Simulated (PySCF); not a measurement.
**Mn⁺: excitation energy**

Mn⁺ [Ar] 3d5 4s1 (7S) → Mn⁺ [Ar] 3d6 (5D), as a difference of total energies. Computed with PySCF 2.14 in def2-QZVPPD, with no relativity, point nucleus. Correlated levels: valence: [Ar] frozen; valence and next inner shell: [Ne] frozen. The calculations carry no spin-orbit coupling.

| method | excitation energy (eV) |
| --- | --- |
| UHF | 3.230 |
| PBE | 1.208 |
| PBE0 | 1.509 |
| r2SCAN | 1.775 |
| M06-L | 1.360 |
| BP86 | 1.073 |
| TPSSh | 1.205 |
| MP2 (valence) | 1.774 |
| SCS-MP2 (valence) | 1.292 |
| MP2 (valence and next inner shell) | 1.506 |
| SCS-MP2 (valence and next inner shell) | 1.279 |

Task: Estimate what LDA gives.

Result: 1.220 eV, closest to PBE among the rows shown.

Task: Estimate what TPSS gives.

Result: 1.081 eV, closest to BP86 among the rows shown.

These non-relativistic numbers lack the scalar-relativistic shift.

Errors of the correlated levels include the incompleteness of this basis and the frozen core.

For comparison: 1.808 eV (measured; NIST levels, between the centres of gravity of the two terms).
